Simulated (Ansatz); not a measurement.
Input file for Ansatz (an electronic-structure program): R-CCSD(T)/cc-pVTZ on CH5BFN (SMILES CNBF).

Ansatz 0.2 input:
```yaml
crystal:
  periodic: [false, false, false]
  atoms:
    - {symbol: C, position_ang: [-1.12019555, -0.25904747, 0.16861165]}
    - {symbol: N, position_ang: [0.15040242, 0.44095641, 0.22885196]}
    - {symbol: B, position_ang: [1.33870230, 0.03945341, -0.36877444]}
    - {symbol: F, position_ang: [2.43848705, 0.80071145, -0.22031288]}
    - {symbol: H, position_ang: [-1.89480337, 0.35506063, -0.29767774]}
    - {symbol: H, position_ang: [-1.00130481, -1.16345312, -0.42596615]}
    - {symbol: H, position_ang: [-1.46572279, -0.54948309, 1.16401590]}
    - {symbol: H, position_ang: [0.14116121, 1.29833833, 0.76245660]}
    - {symbol: H, position_ang: [1.41327352, -0.96253654, -1.01120488]}
basis:
  gaussian:
    orbitals: cc-pVTZ
magnetization: {spin_polarized: false}
correlation: {method: ccsd_t, electrons: outside_noble_gas}
scf: {lower_state_search: off}
```

**Question.** Give the final energy of this run.

**Answer.** -220.3280 hartree (reference determinant -219.5345, T1 diagnostic 0.012).

**Question.** How many basis functions does it have, and what does it roughly cost on one machine?

**Answer.** 190 functions; around 2.0 core-minutes (rough).
